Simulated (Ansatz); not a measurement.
Gas-phase reaction in SMILES: CC[N](C)[GeH3] [N-germyl-N-methylethanamine] → CC[N](C)[GeH2] + H atom (the Ge-H bond at the site shown breaks; other sites are not compared here)
Structures are relaxed separately at B3LYP-D3(BJ)/def2-TZVP in Ansatz (a first-principles code), one conformer each, not searched for the lowest.
Geometry of the first species:
SMILES: CC[N](C)[GeH3]
```xyz
16

C      2.3849    -0.0002    -0.2707
C      1.3470    -1.1065    -0.1619
N     -0.0063    -0.6758    -0.4928
C     -0.9269    -1.8017    -0.5410
Ge    -0.6752     0.8542     0.3220
H      3.3848    -0.4120    -0.1257
H      2.2405     0.7748     0.4848
H      2.3439     0.4721    -1.2534
H      1.6123    -1.9097    -0.8598
H      1.3938    -1.5538     0.8466
H     -1.9236    -1.4694    -0.8327
H     -0.5853    -2.5247    -1.2894
H     -1.0140    -2.3395     0.4173
H      0.1054     2.0849    -0.1612
H     -2.1476     0.9439    -0.1083
H     -0.5882     0.7805     1.8696
```

Quantity: bond dissociation energy (electronic energy difference), in kcal/mol. Cores are frozen in the correlated levels unless marked. UHF or UKS for open shells. No spin-orbit coupling. Frozen are the shells of the preceding noble gas and the d and f shells that filled before the atom's block. No relativistic terms. Basis-set limits of correlation are two-point, X^-3; Hartree-Fock from the larger set.

```tsv
level	program	bond dissociation energy (kcal/mol)
HF/cc-pVTZ	Ansatz	68.6
HF/cc-pVQZ	Ansatz	68.7
PBE0-D3(BJ)/def2-TZVPD	Ansatz + dftd3	80.7
HSE06-D4/def2-TZVPD	Ansatz + dftd4	80.5
MP2/6-31G*	Ansatz	74.1
CCSD(T)/STO-3G	Ansatz	108.1
CCSD(T)/CBS(cc-pVTZ,cc-pVQZ)	Ansatz	85.6
```
